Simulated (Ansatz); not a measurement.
`[GeH3][GeH2][SiH2][GeH2][GeH3]` + `[OH][GeH2][OH]` → `[OH][GeH]([OH])[GeH3]` + `[GeH3][SiH2][GeH2][GeH3]`  (formal exchange of groups at a Ge–Ge bond)

Program: Ansatz. Geometries: PBE0-D4/def2-TZVP. ΔE: electronic, gas phase. CCSD(T)/CBS is the MP2 limit (def2-TZVPP, def2-QZVPP) plus CCSD(T) − MP2 in def2-TZVPP, frozen cores. Functionals use def2-TZVPP. For Ge outer-core shells are correlated without core-valence functions, which leaves a few kJ/mol of doubt a bond. Scalar relativity is left out up to krypton. Each species was taken in one conformer, which may not be the lowest.

`[GeH3][GeH2][SiH2][GeH2][GeH3]`:

Z-matrix (Å, degrees):
```
Ge
Ge 1 2.424
H 1 1.538 2 109.8
H 1 1.538 2 110.0 3 119.2
H 1 1.537 2 111.2 3 -120.3
Si 2 2.379 1 109.9 3 -60.4
H 2 1.540 1 109.8 3 176.8
H 2 1.541 1 108.7 3 59.0
Ge 6 2.379 2 108.1 1 49.0
H 6 1.489 2 109.6 1 -71.5
H 6 1.489 2 110.5 1 169.0
Ge 9 2.424 6 109.9 2 49.0
H 9 1.541 6 109.2 2 -70.2
H 9 1.540 6 111.3 2 170.8
H 12 1.538 9 111.2 6 179.2
H 12 1.538 9 109.7 6 -60.6
H 12 1.538 9 110.1 6 58.6
```

`[OH][GeH2][OH]`:

```xyz
7

O     0.380    0.979   -1.158
Ge    0.352    0.039    0.349
O    -1.314   -0.222    0.897
H     0.373    0.433   -1.946
H     1.036   -1.320    0.093
H     0.984    0.917    1.423
H    -1.811   -0.826    0.341
```

`[OH][GeH]([OH])[GeH3]`:

Z-matrix (Å, degrees):
```
Ge
O 1 1.778
Ge 1 2.418 2 105.2
O 1 1.786 2 107.2 3 -117.1
H 1 1.550 2 110.1 3 127.1
H 2 0.961 1 112.4 3 162.1
H 3 1.533 1 109.3 2 -62.5
H 3 1.535 1 109.9 2 58.1
H 3 1.536 1 109.2 2 177.7
H 4 0.959 1 112.4 2 -117.4
```

`[GeH3][SiH2][GeH2][GeH3]`:

Z-matrix (Å, degrees):
```
Ge
Si 1 2.379
H 1 1.538 2 110.2
H 1 1.538 2 111.5 3 120.6
H 1 1.538 2 109.8 3 -119.1
Ge 2 2.379 1 109.6 3 56.5
H 2 1.489 1 109.9 3 -65.4
H 2 1.489 1 109.2 3 175.9
Ge 6 2.424 2 110.0 1 54.3
H 6 1.541 2 109.5 1 -65.3
H 6 1.541 2 110.9 1 175.8
H 9 1.538 6 109.8 2 -62.6
H 9 1.537 6 111.1 2 177.2
H 9 1.538 6 110.0 2 56.7
```

```
    level  ΔE (kcal/mol)
r2SCAN-D4            2.5
  PBE0-D4            3.0
  ωB97M-V            2.9
   r2SCAN            2.2
```

(1) What does CCSD(T)/CBS give? (Best estimate.)

Largest T1 diagnostic among the species: 0.012.

## Answers

(1) The calculation gave: +3.5 kcal/mol. The listed levels differ from it by -1.0, -0.5, -0.6, -1.3 kcal/mol.

The D4 term adds +1.8 kcal/mol with B3LYP and +1.1 kcal/mol with PBE0; it sums over pairs of atoms, weighted by their polarisabilities, and B3LYP, whose exchange is more repulsive, gets the larger term. In def2-TZVPP, CCSD(T) changes the Hartree–Fock value by +2.0 kcal/mol (the triples alone add +0.3 kcal/mol) and MP2 by +2.9 kcal/mol.

B3LYP here is the variant with VWN-RPA as its local correlation; programs differ in this.
